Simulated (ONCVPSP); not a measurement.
## Transferability test, ONCV potential for tin (Sn)

ONCVPSP 4.0.1 input, shortened (lines: element, Z, core and valence counts, functional; n l f; lmax; l rc ep ncon nbas qcut; lloc lpopt rc5 dvloc0; l nproj debl; icmod fcfact rcfact), PBEsol, scalar-relativistic:

```
  Sn 50.00    6    4  -116133      upf
    1    0    2.00
    2    0    2.00
    2    1    6.00
    3    0    2.00
    3    1    6.00
    3    2   10.00
    4    0    2.00
    4    1    6.00
    4    2   10.00
    5    0    2.00
    2
    0    1.25    0.00    3    6    8.40
    1    1.05    0.00    4    8    8.70
    2    1.35    0.00    3    8   10.30
    4    3    0.80    0.00
    0    2    1.80
    1    2    2.90
    2    2    3.70
    3    3.75    1.65
```

In the p channel the program set the typed energies aside and used -3.934, 0.250 Ha.

Energies are relative to the spin-unpolarised reference configuration 4s2 4p6 4d10 5s2; without spin polarisation the order of configurations can differ from experiment.

| valence configuration | charge | ΔE all-electron (eV) | error AE − PS (meV) |
| --- | --- | --- | --- |
| 4s2 4p6 4d10 5s2 5p2 | 0 | -20.870 | +4.5 |
| 4s2 4p6 4d10 5s1 | +3 | 31.015 | -7.3 |

Q: What are ΔE and the potential's error for 4s2 4p6 4d9 5s2 5p3?

A: ΔE = 3.529 eV all-electron; the error (AE − PS) is +5.4 meV.

Q: What are ΔE and the potential's error for 4s2 4p6 4d10 5s2 5p1?

A: ΔE = -13.972 eV all-electron; the error (AE − PS) is +3.1 meV.
